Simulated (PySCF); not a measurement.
## Ionisation energy of Sn²⁺ by level of theory

Sn²⁺ [Kr] 4d10 5s2 (1S) → Sn³⁺ [Kr] 4d10 5s1 (2S), as a difference of total energies. Computed with PySCF 2.14 in ANO-RCC-VTZP, with the spin-free X2C one-electron Hamiltonian (Gaussian nucleus). Correlated levels: valence: [Kr] 4d10 frozen. The calculations carry no spin-orbit coupling.

```json
{"method": "UHF", "ionisation energy (eV)": "28.535"}
{"method": "MP2 (valence)", "ionisation energy (eV)": "29.170"}
{"method": "SCS-MP2 (valence)", "ionisation energy (eV)": "29.296"}
{"method": "CCSD (valence)", "ionisation energy (eV)": "29.421"}
```

Task: How much does correlation contribute at MP2 (valence)?

Result: 29.170 − (28.535) = 0.635 eV, measured against UHF.

Errors of the correlated levels include the incompleteness of this basis and the frozen core.

With two correlated electrons CCSD is exact in that space.

For comparison: 30.506 eV (measured; NIST Atomic Spectra Database, ionization energies).
